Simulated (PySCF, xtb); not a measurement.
C2H5ClFNSi, SMILES C/N=C/[Si@H](F)Cl. One conformer was computed; it need not be the lowest.

Harmonic wavenumbers (cm⁻¹) from xtb with GFN2-xTB at its own minimum, in rising order: 31, 94, 133, 178, 200, 255, 285, 397, 526, 622, 639, 779, 812, 856, 1041, 1075, 1135, 1314, 1384, 1450, 1465, 1718, 2409, 2753, 2882, 2987, 3003.

### Question
What does PBE0-D3(BJ)/def2-SVP (PySCF) give at its own minimum? (An estimate is asked for; the answer gives what the named calculation found.)

### Answer
24, 112, 145, 216, 218, 298, 329, 413, 572, 783, 813, 824, 900, 929, 1042, 1127, 1152, 1328, 1404, 1445, 1461, 1755, 2325, 2983, 3002, 3117, 3138. Paired by order, the mean absolute difference is 60 cm⁻¹ and the zero-point energies are 43.5 and 45.5 kcal/mol.
